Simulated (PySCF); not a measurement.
## Correlation energy of Pt (platinum, neutral)

[Xe] 4f14 5d9 6s1, high-spin 3D determinant. Calculation: PySCF 2.14, in aug-cc-pVTZ-PP with ECP60MDF (6s6p5d3f2g, 88 functions); scalar relativity through the core potential. Frozen: 5s2 5p6; 10 electrons correlated.

MP2 pair energies summed by pair of shells (mhartree):

| pair | energy | share (%) |
| --- | --- | --- |
| 5d-5d | -274.41 | 84.2 |
| 5d-6s | -51.42 | 15.8 |

Total MP2 correlation energy: -325.83 mhartree.

Same-spin part -114.06 and opposite-spin part -211.77 mhartree; SCS-MP2 scales them by 1/3 and 6/5 to -292.15 mhartree.
